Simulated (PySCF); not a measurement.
A PySCF script (with the pyscf-properties extension) for the NMR shieldings of (LiCl)4 cube, on a PBE0-D3(BJ)/def2-SVP geometry:

```python
import basis_set_exchange as bse
import numpy as np
from pyscf import gto, dft
from pyscf.prop import nmr

atoms = """
Li   -0.384708   -0.968603    1.414550
Cl    1.806215   -1.056093    0.684317
Li    1.245860    1.178725    0.415395
Cl   -0.733930    1.321095    1.604783
Li   -1.450351    0.844990   -0.546803
Cl   -1.553243   -1.467700   -0.520207
Li    0.592132   -1.056333   -1.289171
Cl    0.478014    1.203918   -1.762864
"""
names = dict.fromkeys(["Li", "Cl"], "pcSseg-1")
basis = {el: gto.basis.parse(bse.get_basis(n, elements=[el], fmt="nwchem")) for el, n in names.items()}
mol = gto.M(atom=atoms, basis=basis, charge=0, verbose=0)
mf = dft.RKS(mol, xc="B3LYP")
mf.grids.level = 2
mf.grids.alignment = dft.numint.BLKSIZE   # the property module wants whole blocks of grid points
mf.conv_tol = 1e-9
mf.kernel()

calc = nmr.RKS(mf)   # GIAO
C = mf.mo_coeff
Co = C[:, mf.mo_occ > 0]
resp = mf.gen_response(singlet=True, hermi=2)
def vind(x):   # induced exchange potential for any number of trial vectors
    d = np.einsum("pi,xij,qj->xpq", C, 2 * x.reshape(-1, C.shape[1], Co.shape[1]), Co, optimize=True)
    return np.einsum("xpq,pi,qj->xij", resp(d - d.transpose(0, 2, 1)), C, Co, optimize=True).ravel()
mo1, _ = nmr.rhf.solve_mo1(calc, with_cphf=vind)
sigma = calc.kernel(mo1)
for i, s in enumerate(sigma):   # ppm
    print("%2d %-2s %9.2f" % (i, mol.atom_pure_symbol(i), np.trace(s) / 3))
```

Task: What does it print?

Result: 
```
 0 Li     90.16
 1 Cl   1019.88
 2 Li     90.17
 3 Cl   1020.28
 4 Li     90.16
 5 Cl   1019.61
 6 Li     90.18
 7 Cl   1018.04
```

These numbers come from an equivalent density-fitted implementation of the same equations, which agrees with the script to about 0.01 ppm for H and up to a few tenths of a ppm for heavy atoms, so last digits may differ.

Task: Turn these shieldings into chemical shifts. References, each an isolated molecule treated in the same way: 35Cl (930.46 ppm) vs HCl.

Result: Averaging equivalent atoms: Cl 1/3/5/7: -89 ppm. No reference was computed at this level for Li. 

Size and cost of the density-fitted run: 144 basis functions, 12 s wall time on 1 thread of an Arm Neoverse V2, shared host.
